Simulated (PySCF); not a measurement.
A GIAO shielding run with PySCF 2.14 (density fitting, non-relativistic, gas phase) on `F[Si@H]1C[SiH2][SiH2][SiH2]C[SiH2]1`, C₂H₁₃FSi₅:

```
$ OMP_NUM_THREADS=1 python probes_run.py task.json out

{"job": {"kind": "nmr", "xc": "PBE0", "basis": "pcSseg-1"}, "charge": 0, "multiplicity": 1}
F      1.571927    -1.017158    -1.632254
Si     1.200039    -1.657822    -0.178864
C      1.805706    -0.394731     1.108354
Si     2.007740     1.403865     0.484584
Si     0.034659     2.153166    -0.477791
Si    -1.929434     1.070504     0.126533
C     -2.107714    -0.593455    -0.795260
Si    -1.070571    -2.051633    -0.143376
H      2.073283    -2.834820    -0.178738
H      1.120188    -0.396627     1.957332
H      2.766098    -0.718743     1.509159
H      2.416734     2.200573     1.657144
H      3.173371     1.417771    -0.409603
H      0.160955     2.132738    -1.945915
H     -0.118099     3.591284    -0.185567
H     -1.990183     0.779258     1.571507
H     -3.155642     1.839931    -0.150306
H     -1.866773    -0.433422    -1.847653
H     -3.156244    -0.892154    -0.774681
H     -1.513933    -2.335158     1.232478
H     -1.431027    -3.246426    -0.927554
```

Hardware: 1 thread of an Arm Neoverse V1, shared host. The job also computes population analyses, field gradients, ring-centre shieldings.

(1) How large is the calculation?

(2) How long does it take, and how much memory does it need?

Results:

(1) 104 electrons, 236 basis functions and 1346 auxiliary functions.

(2) 95 s of wall time, with 13 SCF cycles and 4 response iterations; peak memory 1.1 GiB. Times on a shared host scatter by some tens of per cent.
